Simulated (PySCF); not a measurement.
BrFGeH2O2, SMILES [OH][Ge]([Br])([OH])[F].

The structure is a stationary point at B3LYP-D3(BJ)/def2-SVP. The structure was generated by enumeration, and PubChem lists no compound with its InChIKey, so it may never have been made. The values are those of a single conformer.

These are PySCF with B3LYP-D3(BJ)/def2-SVP values and carry that method's errors.

Frequencies are harmonic and unscaled.

| mode | ν (cm⁻¹) | IR (km/mol) | Raman (Å⁴/amu) | depolarisation | moving atoms (share of kinetic energy) |
|---|---|---|---|---|---|
| 1 | 111 | 78.2 | 1.7 | 0.75 | H 47 %, O 31 %, F 15 % |
| 2 | 126 | 11.6 | 2.4 | 0.73 | H 60 %, O 22 %, F 12 % |
| 3 | 171 | 1.4 | 0.8 | 0.75 | F 32 %, H 29 %, O 15 %, Ge 15 %, Br 10 % |
| 4 | 189 | 54.6 | 1.0 | 0.74 | H 35 %, O 35 %, Ge 18 % |
| 5 | 233 | 20.5 | 5.1 | 0.50 | O 41 %, Br 27 %, F 22 % |
| 6 | 248 | 26.1 | 0.8 | 0.75 | O 52 %, F 24 %, Ge 16 % |
| 7 | 268 | 76.4 | 0.9 | 0.62 | O 47 %, H 26 %, F 16 %, Ge 8 % |
| 8 | 335 | 103.4 | 3.9 | 0.06 | Ge 52 %, Br 30 %, O 10 % |
| 9 | 703 | 69.1 | 12.9 | 0.00 | F 52 %, O 37 %, Ge 10 % |
| 10 | 743 | 97.9 | 5.1 | 0.32 | O 52 %, F 25 %, Ge 23 % |
| 11 | 762 | 111.0 | 3.8 | 0.55 | O 74 %, Ge 22 % |
| 12 | 896 | 78.3 | 1.3 | 0.74 | H 91 % |
| 13 | 919 | 100.9 | 2.0 | 0.75 | H 89 %, O 8 % |
| 14 | 3816 | 115.1 | 123.3 | 0.31 | H 94 % |
| 15 | 3831 | 102.8 | 94.4 | 0.24 | H 94 % |
